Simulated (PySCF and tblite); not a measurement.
Results of a calculation; reference values are marked as such.
Stationary points of C8H5OS2 (charge -1) at GFN2-xTB, in Å:

Structure A

```
 1 S     4.081   -1.403   -0.778
 2 C     2.817   -0.458   -0.224
 3 C     2.841    0.730    0.508
 4 C     1.518    1.105    0.711
 5 C     0.722    0.147    0.104
 6 C    -0.678    0.028    0.001
 7 C    -1.423   -0.954   -0.620
 8 C    -2.807   -0.749   -0.522
 9 C    -3.141    0.375    0.166
10 S    -1.732    1.227    0.720
11 O     1.525   -0.809   -0.468
12 H     3.729    1.232    0.837
13 H     1.152    1.969    1.236
14 H    -0.960   -1.784   -1.123
15 H    -3.539   -1.417   -0.948
16 H    -4.112    0.770    0.390
```

Structure B

```
 1 S     4.107   -0.238   -1.727
 2 C     2.848    0.045   -0.651
 3 C     2.864    0.429    0.682
 4 C     1.527    0.507    1.098
 5 C     0.750    0.160    0.023
 6 C    -0.682    0.069   -0.126
 7 C    -1.490   -1.004    0.094
 8 C    -2.861   -0.754   -0.134
 9 C    -3.098    0.521   -0.531
10 S    -1.653    1.450   -0.640
11 O     1.555   -0.112   -1.056
12 H     3.743    0.623    1.264
13 H     1.160    0.774    2.072
14 H    -1.102   -1.956    0.412
15 H    -3.633   -1.495   -0.006
16 H    -4.036    0.981   -0.773
```

Structure C

```
 1 S     4.027    1.224   -1.626
 2 C     2.801    0.621   -0.662
 3 C     2.872    0.009    0.592
 4 C     1.572   -0.308    0.961
 5 C     0.739    0.113   -0.066
 6 C    -0.661    0.037   -0.204
 7 C    -1.586   -0.494    0.675
 8 C    -2.907   -0.403    0.212
 9 C    -3.011    0.189   -1.007
10 S    -1.461    0.659   -1.628
11 O     1.501    0.681   -1.055
12 H     3.777   -0.168    1.139
13 H     1.251   -0.788    1.867
14 H    -1.306   -0.931    1.617
15 H    -3.758   -0.767    0.767
16 H    -3.890    0.385   -1.590
```

Level: PBE0/pcSseg-1 + D3(BJ) on GFN2-xTB stationary points, with GFN2-xTB thermal terms.

**Question.** Which structure is a saddle point, and along which motion?

**Answer.** B: one imaginary mode (106i cm⁻¹ at GFN2-xTB, mostly on S10, C4, C7), along the rotation about the C5–C6 bond (torsion C4–C5–C6–C7 from 180° to 360°, rising).

**Question.** Give their symmetry and energies above the lowest.

**Answer.** A Cs, 0.0 kcal/mol; B C1, 9.0 kcal/mol; C Cs, 0.6 kcal/mol.

The ion is treated without a counter-ion.
